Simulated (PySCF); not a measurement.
Si(F)(NHSiH3)3 (FH12N3Si4), SMILES [Si](N[SiH3])(N[SiH3])(N[SiH3])F.

The structure is a stationary point at B3LYP-D3(BJ)/def2-SVP. One conformer was computed; it need not be the lowest.

Computed with PySCF with PBE/def2-SVP.

Isolated molecule, no solvent.

Computed frontier levels, gap, dipole moment and polarisability:
The highest occupied level is -6.21 eV and the lowest empty level is -0.51 eV. The orbital gap comes out as 5.70 eV. The dipole moment is 2.23 D and the quadrupole, principal values (traceless, Buckingham form, about the centre of nuclear charge) is -7.87, -0.05, 7.92 D·Å. The mean static polarisability is 113.3 bohr³ (16.78 Å³) and the polarisability, principal values is 94.4, 114.8, 130.6 bohr³.
